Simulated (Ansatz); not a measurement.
Born–Oppenheimer molecular dynamics of ClFGe$_{2}$H$_{4}$ (8 atoms, charge 0, multiplicity 1). It starts from a relaxed structure.

All numbers below come from RKS PBE-D4/def2-SVP in Ansatz 0.2.0.

```
ensemble                      : NVE (velocity Verlet)
time step                     : 1 fs
steps asked                   : 150
starting velocities drawn for : 3000 K
seed                          : 738923
```

First frame:

```xyz
8
Properties=species:S:1:pos:R:3
Ge 0.072 -0.009 0.017
Ge -0.003 0.003 2.452
H -1.476 -0.197 2.880
H 0.870 -1.165 2.974
H 0.538 1.351 2.989
H 1.419 0.178 -0.734
F -0.985 1.276 -0.566
Cl -0.810 -1.878 -0.674
```

Problem. What does the run give?

Solution. All steps were run.

* steps done: 150
* time covered: 150 fs
* mean temperature over the second half: 1666 K
* spread of the potential energy over the second half: 21.9 meV per atom
* mean potential energy of the second half above the start: 130.9 meV per atom

The conserved energy stayed within 2.8 meV per atom of its start (net change 1.9 meV per atom), so the integration is sound. Over the second half the temperature averaged 0.56 of the 3000 K drawn at the start: a run that starts near a minimum puts about half its kinetic energy into the potential. A run of 0.15 ps of so small a system gives no equilibrium averages.

Problem. What happens to the structure?

Solution. The same pairs are bonded in the first frame and the last. Pairs count as bonded within 1.25 times the sum of covalent radii (0.12 Å more for H–H). Another seed would give other details.

Problem. How do temperature and energy run in time?

Solution. 
```json
{"time (fs)": "0", "T (K)": "3000", "potential energy less start (eV)": "0.000", "conserved less start (meV/atom)": "0.00"}
{"time (fs)": "12", "T (K)": "1205", "potential energy less start (eV)": "1.412", "conserved less start (meV/atom)": "2.50"}
{"time (fs)": "24", "T (K)": "2064", "potential energy less start (eV)": "0.735", "conserved less start (meV/atom)": "1.19"}
{"time (fs)": "36", "T (K)": "1092", "potential energy less start (eV)": "1.501", "conserved less start (meV/atom)": "2.73"}
{"time (fs)": "48", "T (K)": "1823", "potential energy less start (eV)": "0.919", "conserved less start (meV/atom)": "0.78"}
{"time (fs)": "60", "T (K)": "1324", "potential energy less start (eV)": "1.315", "conserved less start (meV/atom)": "1.86"}
{"time (fs)": "72", "T (K)": "1391", "potential energy less start (eV)": "1.262", "conserved less start (meV/atom)": "1.85"}
{"time (fs)": "84", "T (K)": "1932", "potential energy less start (eV)": "0.837", "conserved less start (meV/atom)": "1.10"}
{"time (fs)": "96", "T (K)": "1444", "potential energy less start (eV)": "1.222", "conserved less start (meV/atom)": "1.92"}
{"time (fs)": "108", "T (K)": "1928", "potential energy less start (eV)": "0.840", "conserved less start (meV/atom)": "0.99"}
{"time (fs)": "120", "T (K)": "1701", "potential energy less start (eV)": "1.025", "conserved less start (meV/atom)": "2.10"}
{"time (fs)": "132", "T (K)": "2050", "potential energy less start (eV)": "0.745", "conserved less start (meV/atom)": "1.04"}
{"time (fs)": "144", "T (K)": "1498", "potential energy less start (eV)": "1.181", "conserved less start (meV/atom)": "2.05"}
```

Time of the run: 4.1 min on 2 threads of Arm Neoverse V2, with other jobs on the host, peak memory 0.17 GiB.
